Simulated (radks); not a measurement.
Re2+, 73 electrons, occupied as [Xe] 4f14 5d5. Calculated with a radial shooting solver on a logarithmic mesh with Libxc functionals: Dirac Kohn-Sham, LDA (Slater exchange, Perdew-Wang correlation), spin-unpolarised, spherical densities, point nucleus; open shells fill j = l - 1/2 first.

Unscreened Slater integrals over Kohn-Sham orbitals (cm^-1). Large and small components are both included.

\begin{tabular}{lr}
integral & value \\ \hline
F0(5d5/2,5d5/2) & 109570 \\
F2(5d5/2,5d5/2) & 56284 \\
F4(5d5/2,5d5/2) & 36910 \\
F0(5d5/2,5d3/2) & 111310 \\
F2(5d5/2,5d3/2) & 57147 \\
G2(5d5/2,5d3/2) & 57090 \\
G4(5d5/2,5d3/2) & 37455 \\
F0(5d5/2,4f7/2) & 142940 \\
F2(5d5/2,4f7/2) & 31580 \\
F4(5d5/2,4f7/2) & 14558 \\
G1(5d5/2,4f7/2) & 11450 \\
G3(5d5/2,4f7/2) & 10126 \\
G5(5d5/2,4f7/2) & 7926.3 \\
F0(5d5/2,4f5/2) & 143140 \\
F2(5d5/2,4f5/2) & 31102 \\
F4(5d5/2,4f5/2) & 14243 \\
G1(5d5/2,4f5/2) & 10978 \\
G3(5d5/2,4f5/2) & 9798.8 \\
G5(5d5/2,4f5/2) & 7690.4 \\
F0(5d3/2,5d3/2) & 113160 \\
F2(5d3/2,5d3/2) & 58146 \\
F0(5d3/2,4f7/2) & 147210 \\
F2(5d3/2,4f7/2) & 33672 \\
G3(5d3/2,4f7/2) & 11073 \\
G5(5d3/2,4f7/2) & 8640.7 \\
F0(5d3/2,4f5/2) & 147420 \\
F2(5d3/2,4f5/2) & 33171 \\
G1(5d3/2,4f5/2) & 12174 \\
G3(5d3/2,4f5/2) & 10744 \\
F0(4f7/2,4f7/2) & 345590 \\
F2(4f7/2,4f7/2) & 167810 \\
F4(4f7/2,4f7/2) & 106030 \\
F6(4f7/2,4f7/2) & 76493 \\
F0(4f7/2,4f5/2) & 348140 \\
F2(4f7/2,4f5/2) & 169070 \\
F4(4f7/2,4f5/2) & 106830 \\
G2(4f7/2,4f5/2) & 168380 \\
G4(4f7/2,4f5/2) & 106410 \\
G6(4f7/2,4f5/2) & 76779 \\
F0(4f5/2,4f5/2) & 350750 \\
F2(4f5/2,4f5/2) & 170390 \\
F4(4f5/2,4f5/2) & 107670 \\
\end{tabular}
